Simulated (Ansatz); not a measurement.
`BBN` + `N=CO` → `BOC=N` + `BN`  (cleavage of the B–B bond)

Isolated molecules relaxed with PBE0-D4/def2-TZVP in Ansatz; ΔE leaves out vibrations. CBS: MP2 limit from def2 TZ/QZ plus the TZ coupled-cluster correction, frozen cores. This one scheme is used for every species. Functionals use def2-TZVPP. HSE06 is defined as in plane-wave codes. One conformer a species, not always the lowest.

Q: Is it downhill or uphill in electronic energy at CCSD(T)/CBS, and by how much? (Estimate.)

A: The calculation gave: Downhill: ΔE = -1.42 eV.

Q: What do these levels give: revPBE-D4, B97M-V, CAM-B3LYP-D4, r2SCAN, HSE06, CAM-B3LYP, LC-ωPBE, HF/def2-SVP, HF/def2-TZVPP, HF/def2-QZVPP, HF/CBS(def2), MP2/CBS(def2)? (Estimate.)

A: The calculation gave: revPBE-D4 -1.27, B97M-V -1.30, CAM-B3LYP-D4 -1.45, r2SCAN -1.34, HSE06 -1.29, CAM-B3LYP -1.45, LC-ωPBE -1.32, HF/def2-SVP -1.54, HF/def2-TZVPP -1.50, HF/def2-QZVPP -1.50, HF/CBS(def2) -1.51, MP2/CBS(def2) -1.46 eV.

Largest T1 diagnostic among the species: 0.015.

From BLYP to BHLYP (50 % exact exchange), in def2-TZVPP and without D4, ΔE moves by −0.07 eV. Leaving LDA and LC-ωPBE aside and taking each functional with its dispersion term where it has one, the values, not all of them listed here, spread over 0.19 eV, from BHLYP-D4 to revPBE-D4. LDA lies −0.05 eV from PBE without D4. At CCSD(T), def2-SVP lies −0.16 eV from the extrapolated value and def2-TZVPP −0.02 eV.
